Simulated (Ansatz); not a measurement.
```yaml
crystal:
  periodic: [false, false, false]
  atoms:
    - {symbol: O, position_ang: [0.385336, 0.615353, -1.522227]}
    - {symbol: C, position_ang: [-0.331289, 0.203630, -0.399996]}
    - {symbol: C, position_ang: [-0.253069, -1.307071, -0.238779]}
    - {symbol: F, position_ang: [-1.046963, -1.702620, 0.788788]}
    - {symbol: F, position_ang: [1.013203, -1.694383, 0.048472]}
    - {symbol: C, position_ang: [0.098697, 0.938947, 0.863625]}
    - {symbol: F, position_ang: [-0.351606, 2.213117, 0.823586]}
    - {symbol: F, position_ang: [1.455212, 0.993323, 0.916069]}
    - {symbol: H, position_ang: [1.324040, 0.588960, -1.304732]}
    - {symbol: H, position_ang: [-1.383109, 0.450379, -0.571123]}
    - {symbol: H, position_ang: [-0.569131, -1.822417, -1.150266]}
    - {symbol: H, position_ang: [-0.264320, 0.467582, 1.780681]}
basis:
  gaussian: {orbitals: def2-SVP}
total_charge: -1
magnetization: {spin_polarized: true, initial_magnetization: 1}
hamiltonian: {xc: {name: CCSD(T)}}
output: {forces: true}
```

```sh
$ ansatz run in.yaml --threads 4 --pin off --events-out ev --progress --plain --max-ram 11315MiB
```

It prints (some lines left out):

```
Error: YAML parse error: error: line 20 column 19: hamiltonian.xc: no functional is named "CCSD(T)"; the names, which are not case-sensitive, are SVWN5, SPW92, PBE, PBE0, PBEsol, revPBE, revPBE0, RPBE, rPW86-PBE, HSE06, wPBEh, LC-wPBE, HISS, HF, BLYP, B3LYP, B3LYP5, BHLYP, CAM-B3LYP, r2SCAN, r2SCANh, r2SCAN0, r2SCAN50, m-r2SCAN, B97, wB97, wB97X, wB97X-V, B97M-V, wB97M-V, B2PLYP, B2GP-PLYP, PBE0-DH, PBE-QIDH
18 | total_charge: -1
19 | magnetization: {spin_polarized: true, initial_magnetization: 1}
20 | hamiltonian: {xc: {name: CCSD(T)}}
21 | output: {forces: true}
```

What is wrong with this run?

The method's name isn't one that the program takes here. The program refused the input.

HSE06 is defined as in plane-wave codes.
